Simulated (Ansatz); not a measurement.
Consider the formal exchange of groups at the Si–S bond: `OC[SiH](F)S` + `NCCN` → `N[SiH](F)CO` + `NCCS`.

Computed with Ansatz on PBE0-D4/def2-TZVP structures; ΔE is electronic, products minus reactants. CCSD(T)/CBS adds triple-zeta CCSD(T) − MP2 to the extrapolated MP2 energy (def2 sets, frozen cores). Functionals use def2-TZVPP. B3LYP here is the variant with VWN-RPA as its local correlation; programs differ in this. One conformer a species, not always the lowest.

`OC[SiH](F)S`:

Cartesian coordinates in Å:
```
O -1.218 1.060 0.460
C 0.126 1.024 -0.012
Si 0.745 -0.750 -0.084
F 0.746 -1.256 1.441
S -0.575 -1.900 -1.269
H -1.224 0.773 1.378
H 0.117 1.457 -1.015
H 0.787 1.653 0.600
H 2.119 -0.922 -0.608
H -1.622 -1.140 -0.891
```

`NCCN`:

```xyz
12

N    -0.580    1.103   -0.896
C     0.568    0.253   -0.622
C     0.148   -0.995    0.140
N    -0.479   -0.771    1.430
H    -0.900    1.547   -0.044
H    -0.332    1.848   -1.533
H     1.002   -0.053   -1.579
H     1.368    0.762   -0.058
H    -0.556   -1.561   -0.478
H     1.026   -1.631    0.288
H    -1.369   -0.302    1.322
H     0.105   -0.201    2.030
```

`N[SiH](F)CO`:

```xyz
11

N    -0.468   -1.396    0.898
Si   -0.030   -0.759   -0.608
F     1.403   -1.248   -1.144
C     0.028    1.108   -0.407
O     0.597    1.391    0.866
H    -0.667   -2.370    1.050
H    -0.141   -0.932    1.731
H    -0.987   -1.192   -1.653
H    -0.994    1.505   -0.490
H     0.617    1.550   -1.223
H     0.643    2.343    0.981
```

`NCCS`:

Z-matrix (Å, degrees):
```
C
C 1 1.515
N 1 1.448 2 110.5
H 1 1.103 2 108.6 3 126.1
H 1 1.096 2 107.9 3 -118.5
S 2 1.815 1 113.8 3 -62.6
H 2 1.091 1 111.2 3 173.6
H 2 1.092 1 109.7 3 54.0
H 3 1.014 1 109.4 2 59.6
H 3 1.011 1 111.0 2 178.2
H 6 1.343 2 96.7 1 -67.2
```

```
             level  ΔE (kJ/mol)  difference from CCSD(T)/CBS
            PBE-D4        -21.8                         12.9
         r2SCAN-D4        -27.9                          6.8
           PBE0-D4        -26.3                          8.4
          B3LYP-D4        -32.4                          2.3
           ωB97X-V        -31.1                          3.6
            B2PLYP        -34.3                          0.4
               PBE        -21.7                         13.0
            r2SCAN        -27.9                          6.8
             B3LYP        -32.4                          2.3
    MP2/def2-TZVPP        -36.6                         -1.9
SCS-MP2/def2-TZVPP        -36.9                         -2.2
   CCSD/def2-TZVPP        -34.7                          0.0
CCSD(T)/def2-TZVPP        -33.1                          1.6
     HF/def2-QZVPP        -40.9                         -6.2
    MP2/def2-QZVPP        -37.8                         -3.1
      HF/CBS(def2)        -41.0                         -6.3
       CCSD(T)/CBS        -34.7                            0
```

Largest T1 diagnostic among the species: 0.012.

In def2-TZVPP, CCSD(T) changes the Hartree–Fock value by +6.6 kJ/mol (the triples alone add +1.6 kJ/mol) and MP2 by +3.2 kJ/mol. From PBE to PBE0 (25 % exact exchange), in def2-TZVPP and without D4, ΔE moves by −4.6 kJ/mol.
